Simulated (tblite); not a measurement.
Compound: C4H10F3GeN.
Atom-mapped SMILES: `[CH3:1][CH2:2][C@@H:3]([GeH2:4][NH2:5])[C:6]([F:7])([F:8])[F:9]` (hydrogens: H10, H11, H12 on C1; H13, H14 on C2; H15 on C3; H16, H17 on Ge4; H18, H19 on N5)

Computed with GFN2-xTB (tblite), gas phase: L-BFGS steps from a force-field or distance-geometry start until the largest atomic force falls under 0.01 eV/Å.

Step 25: E = -890.6527 eV
```
atom  x, y, z in Å  |  force x, y, z in eV/Å
C1      2.2079    0.9476   -0.6042    0.001  -0.039   0.067
C2      1.3676   -0.3039   -0.8535    0.034   0.004  -0.035
C3      0.2621   -0.4708    0.1905    0.080  -0.151  -0.037
Ge4    -1.0655    1.0114    0.2160   -0.001  -0.051   0.227
N5     -2.5951    0.5322    1.0392   -0.017   0.062   0.003
C6     -0.5271   -1.7053   -0.1078   -0.004   0.016   0.014
F7      0.2099   -2.8180   -0.2818   -0.068   0.055  -0.045
F8     -1.4037   -1.9946    0.8674    0.011  -0.085   0.021
F9     -1.2707   -1.5610   -1.2292    0.063  -0.003   0.036
H10     3.2018    0.8307   -1.0327   -0.110   0.074  -0.103
H11     1.7303    1.8332   -1.0297    0.046  -0.139   0.022
H12     2.3322    1.1206    0.4620    0.004  -0.057   0.074
H13     0.9250   -0.2455   -1.8511   -0.068   0.000   0.008
H14     1.9894   -1.2051   -0.8361    0.094   0.110   0.044
H15     0.7190   -0.6220    1.1715   -0.062   0.014   0.025
H16    -0.5535    2.1096    1.0980    0.039   0.070  -0.074
H17    -1.1904    1.4643   -1.2026   -0.060   0.125  -0.263
H18    -3.1811    1.3156    1.2923   -0.081  -0.120   0.016
H19    -3.1677   -0.2297    0.6995    0.099   0.116   0.002
```

Step 26: E = -890.6606 eV
```
atom  x, y, z in Å  |  force x, y, z in eV/Å
C1      2.2103    0.9448   -0.6048   -0.005  -0.040   0.077
C2      1.3698   -0.3092   -0.8499    0.035   0.031  -0.016
C3      0.2619   -0.4720    0.1929    0.069   0.006  -0.016
Ge4    -1.0652    1.0185    0.2153    0.050  -0.078   0.117
N5     -2.5859    0.5254    1.0465   -0.040   0.077  -0.006
C6     -0.5314   -1.7019   -0.1061    0.022   0.067  -0.032
F7      0.2068   -2.8108   -0.2921   -0.101  -0.001   0.005
F8     -1.4102   -1.9902    0.8670    0.054  -0.133  -0.014
F9     -1.2710   -1.5481   -1.2294    0.021  -0.015   0.038
H10     3.2006    0.8371   -1.0479   -0.160   0.056  -0.061
H11     1.7264    1.8342   -1.0154    0.026  -0.160  -0.006
H12     2.3423    1.1128    0.4621    0.033  -0.076   0.050
H13     0.9242   -0.2568   -1.8473   -0.020  -0.008   0.022
H14     1.9922   -1.2102   -0.8198    0.090   0.132   0.000
H15     0.7172   -0.6179    1.1754   -0.070   0.001   0.027
H16    -0.5504    2.1202    1.0939    0.029   0.057  -0.096
H17    -1.2137    1.4629   -1.2128   -0.022   0.095  -0.137
H18    -3.1824    1.3024    1.2932   -0.083  -0.091   0.034
H19    -3.1513   -0.2321    0.6870    0.074   0.080   0.013
```

Step 27: E = -890.6666 eV
```
atom  x, y, z in Å  |  force x, y, z in eV/Å
C1      2.2142    0.9419   -0.6046   -0.014  -0.033   0.067
C2      1.3737   -0.3127   -0.8470    0.021   0.037   0.015
C3      0.2638   -0.4725    0.1945    0.032   0.107   0.009
Ge4    -1.0661    1.0220    0.2155    0.070  -0.057  -0.025
N5     -2.5816    0.5216    1.0502   -0.029   0.074  -0.002
C6     -0.5345   -1.6975   -0.1055    0.029   0.067  -0.051
F7      0.1998   -2.8065   -0.3003   -0.085  -0.045   0.031
F8     -1.4149   -1.9872    0.8660    0.079  -0.138  -0.028
F9     -1.2713   -1.5364   -1.2288   -0.024  -0.009   0.015
H10     3.1987    0.8435   -1.0633   -0.160   0.025  -0.025
H11     1.7259    1.8320   -1.0055   -0.016  -0.131  -0.017
H12     2.3551    1.1058    0.4624    0.051  -0.088   0.025
H13     0.9252   -0.2665   -1.8439    0.022  -0.008   0.032
H14     1.9981   -1.2117   -0.8063    0.083   0.120  -0.034
H15     0.7143   -0.6150    1.1792   -0.059  -0.008   0.031
H16    -0.5526    2.1291    1.0893    0.029   0.051  -0.101
H17    -1.2290    1.4642   -1.2236    0.010   0.051   0.008
H18    -3.1879    1.2893    1.2983   -0.082  -0.037   0.048
H19    -3.1408   -0.2344    0.6813    0.043   0.021   0.002
```

Step 28: E = -890.6717 eV
```
atom  x, y, z in Å  |  force x, y, z in eV/Å
C1      2.2191    0.9387   -0.6038   -0.026  -0.013   0.041
C2      1.3790   -0.3151   -0.8435    0.000   0.025   0.044
C3      0.2666   -0.4704    0.1959   -0.015   0.123   0.025
Ge4    -1.0673    1.0239    0.2148    0.056  -0.006  -0.131
N5     -2.5797    0.5189    1.0522   -0.010   0.051  -0.005
C6     -0.5368   -1.6912   -0.1061    0.019   0.028  -0.048
F7      0.1895   -2.8036   -0.3072   -0.036  -0.063   0.033
F8     -1.4181   -1.9851    0.8639    0.087  -0.109  -0.020
F9     -1.2727   -1.5241   -1.2280   -0.057   0.010  -0.017
H10     3.1952    0.8495   -1.0797   -0.117  -0.009  -0.002
H11     1.7261    1.8273   -0.9977   -0.066  -0.072  -0.013
H12     2.3711    1.0981    0.4624    0.061  -0.087   0.011
H13     0.9288   -0.2760   -1.8403    0.053  -0.001   0.034
H14     2.0064   -1.2107   -0.7938    0.073   0.085  -0.051
H15     0.7101   -0.6123    1.1835   -0.042  -0.009   0.034
H16    -0.5578    2.1377    1.0833    0.033   0.045  -0.101
H17    -1.2406    1.4662   -1.2332    0.034   0.011   0.121
H18    -3.1957    1.2756    1.3061   -0.072   0.019   0.054
H19    -3.1331   -0.2379    0.6789    0.023  -0.025  -0.008
```

Problem. Estimate the geometry and energy of step 29. (The exact step hangs on the optimiser's Hessian estimate; all steps are aligned on step 28, rigid shifts and turns removed.)

Solution. E = -890.6761 eV, largest force 0.182 eV/Å
```
atom  x, y, z in Å  |  force x, y, z in eV/Å
C1      2.2234    0.9354   -0.6025   -0.035   0.013   0.013
C2      1.3842   -0.3170   -0.8389   -0.019   0.004   0.059
C3      0.2689   -0.4660    0.1977   -0.051   0.064   0.028
Ge4    -1.0680    1.0260    0.2123    0.013   0.047  -0.162
N5     -2.5778    0.5161    1.0540    0.002   0.030  -0.019
C6     -0.5388   -1.6839   -0.1076    0.001  -0.027  -0.032
F7      0.1786   -2.8010   -0.3132    0.023  -0.053   0.015
F8     -1.4197   -1.9843    0.8609    0.077  -0.065   0.000
F9     -1.2755   -1.5113   -1.2275   -0.068   0.028  -0.038
H10     3.1898    0.8542   -1.0961   -0.054  -0.036   0.006
H11     1.7243    1.8213   -0.9904   -0.108  -0.006   0.003
H12     2.3886    1.0890    0.4621    0.065  -0.074   0.005
H13     0.9347   -0.2850   -1.8362    0.066   0.006   0.029
H14     2.0154   -1.2086   -0.7819    0.057   0.041  -0.052
H15     0.7051   -0.6093    1.1882   -0.028  -0.003   0.030
H16    -0.5628    2.1466    1.0755    0.036   0.037  -0.101
H17    -1.2514    1.4675   -1.2397    0.051  -0.013   0.174
H18    -3.2034    1.2622    1.3144   -0.048   0.050   0.050
H19    -3.1255   -0.2426    0.6764    0.018  -0.043  -0.008
```

The energy changes by -0.0044 eV. The first-order estimate −F·Δx gives -0.0061 eV and the mean of the old and new forces, exact on a quadratic surface, -0.0045 eV. The step makes an angle of 73° with the force vector and moves no atom by more than 0.020 Å.

The cost below is that of the whole relaxation. Hardware: an Arm Neoverse V2 with one thread, shared host. Cost: 0.64 s of wall time.
